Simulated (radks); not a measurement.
Initial-state core-level shifts of the gadolinium ion Gd+ when its valence configuration changes from [Xe] 4f7 5d1 6s1. Calculated with a radial shooting solver on a logarithmic mesh with Libxc functionals: scalar-relativistic Kohn-Sham, PBEsol, spin-polarised, spherical densities, finite nucleus; open shells are filled with parallel spins first (spin-orbit coupling, left out, can overturn this in heavy ions); Fermi nuclear charge, rms radius 5.1569 fm. Shifts are changes of the shell-averaged eigenvalues in eV (positive: less bound); the change of the density at the nucleus, which sets a Mossbauer isomer shift, is in e/bohr^3, on a base of 6.573e+05.

| valence | 1s | 3s | 4p | 4d | density at nucleus |
|---|---|---|---|---|---|
| 4f6 5d1 6s2 | -10.314 | -12.145 | -11.198 | -10.848 | +83.24 |
| 4f7 6s1 6p1 | -3.523 | -3.532 | -3.563 | -3.583 | +6.05 |
| 4f7 5d2 | +2.087 | +2.118 | +2.143 | +2.160 | -39.01 |
| 4f8 6s1 | +6.086 | +7.408 | +6.864 | +6.609 | -29.50 |
| 4f7 5d1.5 6p0.5 | +0.436 | +0.458 | +0.467 | +0.475 | -37.83 |
| 4f7.5 5d1 6s0.5 | +4.166 | +4.886 | +4.588 | +4.460 | -34.23 |
| 4f8 5d1 | +7.803 | +9.127 | +8.625 | +8.394 | -63.00 |
| 4f6 5d2 6s1 | -7.586 | -9.390 | -8.433 | -8.069 | +37.96 |
| 4f7 5d1 6s0.5 6p0.5 | -0.633 | -0.626 | -0.629 | -0.630 | -18.17 |
